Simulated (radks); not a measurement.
Q: All-electron atom: Xe2+ in [Kr] 4d10 5s2 5p4. All-electron calculation, Dirac Kohn-Sham, PBEsol, spin-unpolarised, spherical densities, point nucleus; open shells fill j = l - 1/2 first. Program: a radial shooting solver on a logarithmic mesh with Libxc functionals. Some entries of the table are withheld. Estimate them.

orbital,occ.,eigenvalue (eV),r(max) (bohr)
1s1/2,2,-34351.96,0.01716
2s1/2,2,-5362.604,0.09714
2p1/2,2,-5040.051,0.07439
2p3/2,4,-4715.651,0.07928
3s1/2,2,-1113.591,(1)
3p1/2,2,(2),0.2657
3p3/2,4,(3),0.2765
3d3/2,4,-681.8178,0.2241
3d5/2,6,-668.7921,0.2272
4s1/2,2,-218.1174,0.6613
4p1/2,2,-170.6430,0.6770
4p3/2,4,-158.3070,0.7013
4d3/2,4,-81.4921,0.7435
4d5/2,6,-79.4967,0.7519
5s1/2,2,-39.2081,1.599
5p1/2,2,-27.6243,(4)
5p3/2,2,-26.0744,(5)

A: 
(1) 3s1/2 r(max) (bohr): 0.2793
(2) 3p1/2 eigenvalue (eV): -979.5151
(3) 3p3/2 eigenvalue (eV): -917.9074
(4) 5p1/2 r(max) (bohr): 1.787
(5) 5p3/2 r(max) (bohr): 1.857
